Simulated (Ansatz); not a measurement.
`FB(Cl)Cl`, relaxed with RKS PBE0-D4/def2-TZVP in Ansatz 0.2.0 from a PBE-D4/def2-SVP geometry. The force threshold is 0.005 eV/Å; the program also tests the step.

Charge 0, multiplicity 1.

Start:

```xyz
4

F    -0.110   -1.378    0.325
B    -0.008   -0.094    0.022
Cl    1.215    0.877    0.818
Cl   -1.097    0.595   -1.166
```

**Question.** How much energy does the relaxation release, and in how many steps? (Best estimate.)

**Answer.** Ansatz gave: 1.01 kJ/mol, in 3 steps.

**Question.** Which bonds change most? (Estimate.)

**Answer.** The calculation gave: B2–Cl3 from 1.753 to 1.739 Å; B2–Cl4 from 1.753 to 1.739 Å; F1–B2 from 1.323 to 1.310 Å.

**Question.** Give the relaxed structure. (Estimate.)

**Answer.** The calculation gave: 
```xyz
4

F    -0.109   -1.366    0.322
B    -0.008   -0.094    0.022
Cl    1.205    0.870    0.811
Cl   -1.088    0.590   -1.156
```
